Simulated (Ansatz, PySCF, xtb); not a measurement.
Torsion H3–O1–Te2–H4 in H2OTe (SMILES O[TeH]); at each angle all else is relaxed with GFN2-xTB, and the levels are single points there.
Geometry at 90° (charge 0, multiplicity 1):
```
atom    x (Å)    y (Å)    z (Å)
----  -------  -------  -------
O     -1.0605   0.3097   0.2852
Te     0.8318   0.7418  -0.1552
H     -1.4146  -0.3363  -0.3256
H      0.3998   1.9725  -1.1617
```

On the grid 0° to 330°, 0° is the highest and 90° the lowest point at MP2/CBS(def2-TZVPP, def2-QZVPP) + ΔCCSD(T)/def2-TZVPP.

Rows in LANL2DZ carry no dispersion term and start afresh at each structure. LANL2DZ brings its own core potentials from Na on.

The values were computed with Ansatz (an electronic-structure program); PySCF for LANL2DZ rows; xtb for the GFN methods.  In def2 rows elements past Kr take small-core potentials, without spin–orbit coupling.

Question: One of these levels gives 2.65 kcal/mol for the energy at 0° less that at 90°. Which one is it?
(A) GFN2-xTB
(B) HF/def2-QZVPP
(C) B3LYP/LANL2DZ

Answer: A, GFN2-xTB. The others give 4.12 (HF/def2-QZVPP), 5.17 (B3LYP/LANL2DZ)
